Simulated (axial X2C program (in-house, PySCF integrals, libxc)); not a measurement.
# Low determinants of MoO⁻ at the PBE0 level, two-component

All values were computed with an axial X2C code built on PySCF integrals. Two-component (2c) means X2C with spin–orbit coupling and atomic mean-field two-electron Coulomb and Gaunt terms. Basis: Mo dyall-acv3z [12s13p10d5f3g], O dyall-av3z [7s6p3d2f] (cores contracted in-house); Gaussian nuclei, density fitting, unrestricted open shells. Masses: Mo 97.905 u, O 15.995 u.

Search at 1.780 Å (vertical energies from the lowest determinant):

| ΔE (eV) | state | electrons beyond evenly filled partner blocks | electrons in ±ω = 1/2, 3/2, 5/2, 7/2 |
| --- | --- | --- | --- |
| 0.00 | Ω = 5/2 | ω = 5/2 | 34 14 3 0 |
| 0.20 | Ω = 1/2 | ω = -1/2, ω = -3/2, ω = 5/2 | 35 13 3 0 |
| 0.71 | Ω = 3/2 | ω = 1/2, ω = -3/2, ω = 5/2 | 35 13 3 0 |
| 0.79 | Ω = 7/2 | 2 × ω = 1/2, ω = 5/2 | 34 14 3 0 |
| 1.04 | Ω = 3/2 | ω = 3/2 | 34 13 4 0 |
| 1.20 | Ω = 1/2 | 2 × ω = 3/2, ω = -5/2 | 34 14 3 0 |
| 1.21 | Ω = 9/2 | ω = 1/2, ω = 3/2, ω = 5/2 | 33 15 3 0 |

Lowest determinant, Ω = 5/2 (⟨Sz⟩ = 2.50, ⟨Lz⟩ = 0.00 at PBE0): Re = 1.735 Å, ωe = 839.8 cm⁻¹.

The determinant in row 2 of the search, Ω = 1/2 (⟨Sz⟩ = 1.50, ⟨Lz⟩ = -1.00 at PBE0), was followed along the bond at PBE0; measured from the minimum of the lowest determinant it gives:

Te = 0.101 eV (815 cm⁻¹), Re = 1.697 Å, ωe = 930.1 cm⁻¹.

**Question.** Compare the bond of the determinant in row 2 with that of the lowest one.

**Answer.** At PBE0 its Re is 0.038 Å shorter and its force constant, which goes as ωe², is 1.23 times that of the lowest determinant. T0 ≈ Te + Δωe/2 = 815 + (45) = 860 cm⁻¹.

The search compares states at one distance, so a state with another bond length can lie lower; it is not exhaustive and yields mostly the lowest determinant of each block pattern, so other components and higher states of one pattern are missing. These are energies of single determinants, not of spin-adapted states; PBE0 term energies can be off by some tenths of an eV, and the functional has no current term. The lowest determinant need not be the ground state where others lie within half an eV. For an anion, determinants above electron detachment are held by the basis set. The highest occupied level of some functionals is positive through self-interaction error; at Hartree–Fock it is bound. Row 1 has a positive highest level at its minimum. Row 2 has a positive highest level at its minimum.
